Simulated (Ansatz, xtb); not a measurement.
## Relative energy of two isomers of C4H8BFN2

Structure X: `C[C@H](CF)B(N)C#N`, a singlet. Structure Y: `C=C(F)[C@H]([BH2-][NH3+])C#N`, a singlet. Both are isolated molecules in the gas phase, relaxed with B3LYP/def2-SVP; each stands in its lowest conformer found.

Quicker runs give these differences E(Y) − E(X): GFN2-xTB +22.8 kcal/mol; HF/STO-3G +60.8 kcal/mol (at GFN2-xTB geometries); r2SCAN-D4/def2-SVP +39.8 kcal/mol (at GFN2-xTB geometries).

Task: Estimate E(Y) − E(X) at the level CCSD(T)/def2-SVP + ΔMP2/def2-TZVPP.

Result: Calculated at CCSD(T)/def2-SVP + ΔMP2/def2-TZVPP: E(Y) − E(X) = +39.6 kcal/mol, so structure X lies lower.

How the difference moves with the method:

```tsv
level	geometry	E(Y) − E(X) (kcal/mol)	departure from the last row (kcal/mol)	job, with rough time for the two
GFN2-xTB	GFN2-xTB	+22.8	−16.9	optimisation, 0.53 s
HF/STO-3G	GFN2-xTB	+60.8	+21.2	single point, 0.44 s
r2SCAN-D4/def2-SVP	GFN2-xTB	+39.8	+0.2	single point, 4.5 s
B3LYP/def2-SVP	B3LYP/def2-SVP	+41.0	+1.4	optimisation, 52 s
HF/def2-SVP	B3LYP/def2-SVP	+47.3	+7.7	part of the CCSD(T) run
MP2/def2-SVP	B3LYP/def2-SVP	+40.4	+0.8	part of the CCSD(T) run
CCSD(T)/def2-SVP	B3LYP/def2-SVP	+39.7	+0.1	single point
CCSD(T)/def2-SVP + ΔMP2/def2-TZVPP	B3LYP/def2-SVP	+39.6		single point, 1.9 min
```

As drawn, Y has 1 C=C, 2 B–H, 1 N–H in place of 1 C–B, 3 C–H.

None of the levels shown reverses the order. The largest departure from CCSD(T)/def2-SVP + ΔMP2/def2-TZVPP is that of HF/STO-3G, 21.2 kcal/mol. The last row adds to CCSD(T) the change of the MP2 difference between the two basis sets, here −0.1 kcal/mol.

With thermal terms from frequencies at re-optimised GFN2-xTB minima (ideal gas, soft modes damped towards free rotors, one conformer each, 298.15 K, 1 atm): on the last row, ΔE + ΔZPE = +37.3, ΔH = +37.2, ΔG = +37.6 kcal/mol.

The correlated steps freeze 8 core orbitals. Run with Ansatz 0.2.0, xtb 6.7.1; the last row on 4 threads of Arm Neoverse V1 on a shared host.
